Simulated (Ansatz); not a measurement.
```yaml
crystal:
  periodic: [false, false, false]
  atoms:
    - {symbol: C, position_ang: [0.495087, -2.694683, -1.665548]}
    - {symbol: C, position_ang: [0.789307, -1.424977, -0.882130]}
    - {symbol: C, position_ang: [1.561058, -1.728629, 0.398386]}
    - {symbol: In, position_ang: [-1.015274, -0.284346, -0.400587]}
    - {symbol: C, position_ang: [-0.889368, 1.823966, 0.170874]}
    - {symbol: C, position_ang: [-1.904037, 2.191870, 1.245266]}
    - {symbol: C, position_ang: [0.522253, 2.233633, 0.568849]}
    - {symbol: H, position_ang: [-0.000727, -2.491403, -2.618672]}
    - {symbol: H, position_ang: [-0.154050, -3.373807, -1.103882]}
    - {symbol: H, position_ang: [1.418831, -3.245721, -1.889354]}
    - {symbol: H, position_ang: [1.405174, -0.761120, -1.500055]}
    - {symbol: H, position_ang: [1.843277, -0.822295, 0.941872]}
    - {symbol: H, position_ang: [2.487303, -2.276429, 0.178414]}
    - {symbol: H, position_ang: [0.984151, -2.359071, 1.083845]}
    - {symbol: H, position_ang: [-2.569433, -1.076249, -0.430539]}
    - {symbol: H, position_ang: [-1.156952, 2.361400, -0.748765]}
    - {symbol: H, position_ang: [-1.874425, 3.267226, 1.466444]}
    - {symbol: H, position_ang: [-2.927427, 1.944542, 0.951778]}
    - {symbol: H, position_ang: [-1.701934, 1.673098, 2.188326]}
    - {symbol: H, position_ang: [0.851766, 1.718652, 1.477297]}
    - {symbol: H, position_ang: [0.579261, 3.309921, 0.779645]}
    - {symbol: H, position_ang: [1.256158, 2.014420, -0.211473]}
basis:
  gaussian: {orbitals: def2-TZVP}
hamiltonian: {xc: {name: CCSD(T)}}
```

```sh
$ ansatz run in.yaml --threads 4 --pin off --events-out ev --progress --plain --max-ram 66560MiB --backend cpu
```

It prints (some lines left out):

```
Error: YAML parse error: error: line 28 column 19: hamiltonian.xc: no functional is named "CCSD(T)"; the names, which are not case-sensitive, are SVWN5, SPW92, PBE, PBE0, PBEsol, revPBE, revPBE0, RPBE, rPW86-PBE, HSE06, wPBEh, LC-wPBE, HISS, HF, BLYP, B3LYP, B3LYP5, BHLYP, CAM-B3LYP, r2SCAN, r2SCANh, r2SCAN0, r2SCAN50, m-r2SCAN, B97, wB97, wB97X, wB97X-V, B97M-V, wB97M-V, B2PLYP, B2GP-PLYP, PBE0-DH, PBE-QIDH
26 | basis:
27 |   gaussian: {orbitals: def2-TZVP}
28 | hamiltonian: {xc: {name: CCSD(T)}}
```

(1) Something in this input is off. What?

Answers

(1) The method's name isn't one that the program takes here. The program refused the input.

HSE06 is defined as in plane-wave codes.
